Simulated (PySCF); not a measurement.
This PySCF input asks for the NMR shieldings of SMILES CO[Si@](CCC#C)([SiH3])P, C₅H₁₃OPSi₂; the geometry comes from GFN2-xTB.

```python
import basis_set_exchange as bse
import numpy as np
from pyscf import gto, dft
from pyscf.prop import nmr

atoms = """
C     4.157478   -1.002959    1.039084
C     3.111664   -0.809532    0.490297
C     1.822147   -0.560187   -0.120481
C     0.714240   -0.490352    0.935327
Si   -0.981734   -0.020734    0.156596
Si   -1.674467   -1.415544   -1.564167
P    -2.284858    0.380203    1.970229
O    -0.864480    1.386179   -0.674186
C    -0.719190    2.677605   -0.157941
H     5.081681   -1.176359    1.503839
H     1.868302    0.383113   -0.672734
H     1.603160   -1.357297   -0.837514
H     0.650110   -1.452406    1.447631
H     0.994525    0.243730    1.697045
H    -3.022864   -1.121786   -2.059204
H    -0.778648   -1.394132   -2.722911
H    -1.703114   -2.800216   -1.078915
H    -2.472412   -0.952263    2.276759
H    -3.462109    0.438806    1.245377
H    -1.340395    2.807068    0.733254
H     0.323008    2.868781    0.107499
H    -1.032457    3.387667   -0.923973
"""
names = dict.fromkeys(["C", "Si", "P", "O", "H"], "pcSseg-1")
basis = {el: gto.basis.parse(bse.get_basis(n, elements=[el], fmt="nwchem")) for el, n in names.items()}
mol = gto.M(atom=atoms, basis=basis, charge=0, verbose=0)
mf = dft.RKS(mol, xc="PBE0")
mf.grids.level = 2
mf.grids.alignment = dft.numint.BLKSIZE   # the property module wants whole blocks of grid points
mf.conv_tol = 1e-9
mf.kernel()

calc = nmr.RKS(mf)   # GIAO
C = mf.mo_coeff
Co = C[:, mf.mo_occ > 0]
resp = mf.gen_response(singlet=True, hermi=2)
def vind(x):   # induced exchange potential for any number of trial vectors
    d = np.einsum("pi,xij,qj->xpq", C, 2 * x.reshape(-1, C.shape[1], Co.shape[1]), Co, optimize=True)
    return np.einsum("xpq,pi,qj->xij", resp(d - d.transpose(0, 2, 1)), C, Co, optimize=True).ravel()
mo1, _ = nmr.rhf.solve_mo1(calc, with_cphf=vind)
sigma = calc.kernel(mo1)
for i, s in enumerate(sigma):   # ppm
    print("%2d %-2s %9.2f" % (i, mol.atom_pure_symbol(i), np.trace(s) / 3))
```

Q: Give the expected output.

A: 
```
 0 C     111.96
 1 C      96.26
 2 C     170.72
 3 C     160.48
 4 Si    321.41
 5 Si    466.78
 6 P     613.07
 7 O     326.12
 8 C     133.57
 9 H      30.27
10 H      29.25
11 H      29.60
12 H      30.89
13 H      30.09
14 H      28.36
15 H      28.15
16 H      28.58
17 H      31.06
18 H      30.54
19 H      27.95
20 H      28.11
21 H      27.90
```

These numbers come from an equivalent density-fitted implementation of the same equations, which agrees with the script to about 0.01 ppm for H and up to a few tenths of a ppm for heavy atoms, so last digits may differ.

Q: Turn these shieldings into chemical shifts. Shifts are taken against calculated references (same method and geometry level): ¹³C (186.93 ppm), ²⁹Si (349.16 ppm), ¹H (31.72 ppm) vs TMS; H3PO4 for ³¹P (318.38 ppm); ¹⁷O (336.08 ppm) vs H2O.

A: Averaging equivalent atoms: C 1: 90.7; C 0: 75.0; C 8: 53.4; C 3: 26.4; C 2: 16.2; Si 4: 27.8; Si 5: -117.6; P 6: -294.7; O 7: 10.0; H 19/20/21: 3.73; H 14/15/16: 3.36; H 10: 2.47; H 11: 2.12; H 13: 1.63; H 9: 1.45; H 17/18: 0.91; H 12: 0.83 ppm. Experimental scales use liquid or dissolved standards, which lie at an offset from isolated H2O (liquid H2O: subtract about 36 ppm) and H3PO4.

Size and cost of the density-fitted run: 239 basis functions, 2.7 min wall time on 1 thread of an Intel Xeon, shared host; peak memory 1.1 GiB.
